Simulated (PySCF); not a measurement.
InP (SMILES [P]=[In]), triplet, geometry from GFN2-xTB (such geometries of metal compounds can be far from the true shape) (all electrons, no relativity).

Input for PySCF:
```python
from pyscf import gto, scf, dft

mol = gto.M(
    atom='''
In   -0.000000   -0.000000   -0.613897
P     0.000000    0.000000    2.005398
''',
    basis='3-21g',
    charge=0,
    spin=2,
    verbose=4,
)

mf = dft.UKS(mol)
mf.xc = 'pbe'
mf.kernel()
```

### Question
What does this run give for the HOMO energy, number of basis functions, total energy, dipole moment, Mulliken (on the basis functions themselves) charges in atom order?

### Answer

The HOMO energy comes out as -4.29 eV and the number of basis functions is 44. The total energy is -6056.074389 Ha. The dipole moment comes out as 1.84 D. The Mulliken (on the basis functions themselves) charges in atom order is In1 0.33, P2 -0.33.

These values belong to the state on which the SCF converged, which isn't shown to be the lowest.
